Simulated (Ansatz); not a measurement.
`F[SiH2]B1CO[SiH2]1`, relaxed with RKS PBE0-D4/def2-TZVP in the Gaussian-basis code of Ansatz from a PBE-D4/def2-SVP geometry. The force threshold is 0.005 eV/Å; the program also tests the step.

Charge 0, multiplicity 1.

Start:

```xyz
12

F    -2.185    1.099   -1.976
Si   -0.627    1.358   -1.506
B    -0.062    0.072   -0.093
C     1.304   -0.122    0.688
O     1.054   -1.238    1.589
Si   -0.578   -1.486    1.089
H     0.243    1.223   -2.734
H    -0.537    2.779   -1.002
H     2.165   -0.339    0.003
H     1.614    0.794    1.253
H    -1.576   -1.292    2.204
H    -0.815   -2.848    0.485
```

```tsv
step	energy (eV)	largest force (eV/Å)	largest move (Å)
1	-22320.4872	0.946	0.000
2	-22320.5504	0.593	0.028
3	-22320.5713	0.073	0.017
4	-22320.5718	0.035	0.005
5 (rejected)	-22320.5717	0.070	0.004
6	-22320.5718	0.006	0.002
7	-22320.5719	0.011	0.012
8	-22320.5719	0.004	0.004
```

End:

```xyz
12

F    -2.143    1.128   -1.979
Si   -0.625    1.359   -1.507
B    -0.082    0.066   -0.097
C     1.283   -0.117    0.674
O     1.032   -1.228    1.569
Si   -0.559   -1.483    1.094
H     0.237    1.218   -2.712
H    -0.529    2.756   -1.002
H     2.128   -0.346    0.007
H     1.580    0.775    1.246
H    -1.537   -1.296    2.202
H    -0.784   -2.833    0.505
```

Run time 37 s (4 threads of a server CPU on a shared host); peak host memory 0.7 GiB.
